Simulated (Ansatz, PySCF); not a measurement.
Species: sulfur difluoride, SF₂, net charge 0, singlet state. 
Geometry from a B3LYP-D3(BJ)/def2-TZVP (Ansatz, a program for electronic structure) optimisation:
SMILES: FSF
```xyz
3

F     -1.2130    -0.5047     0.0161
S     -0.0057     0.5532     0.0075
F      1.2232    -0.4788    -0.0294
```

Quantity: vertical ionisation energy (to the doublet state of charge +1; each state is the SCF solution reached for its spin), in eV. Correlated levels leave the core frozen unless marked. Open shells are spin-unrestricted. Spin-orbit coupling is left out. Non-relativistic. Basis-set limits of correlation are two-point, X^-3; Hartree-Fock from the larger set. [CCSD(T)-MP2]/basis is that difference in the basis named.

```csv
level,program,vertical ionisation energy (eV)
PBE/def2-TZVPD,Ansatz,9.97
M06-2X/def2-TZVPD,PySCF,10.52
RI-MP2/aug-cc-pV(T+d)Z,Ansatz,10.30
RI-MP2/aug-cc-pV(Q+d)Z,Ansatz,10.39
CCSD/aug-cc-pV(T+d)Z,Ansatz,10.37
CCSD(T)/aug-cc-pV(T+d)Z,Ansatz,10.31
"RI-MP2/CBS(aug-cc-pV(T+d)Z,aug-cc-pV(Q+d)Z)+[CCSD(T)-MP2]/aug-cc-pV(T+d)Z",Ansatz,10.46
```

For comparison, minus the highest occupied orbital energy (PySCF): 7.52 eV at PW6B95/def2-TZVPD, 6.02 eV at TPSS/def2-TZVPD, 8.86 eV at CAM-B3LYP/def2-TZVPD.
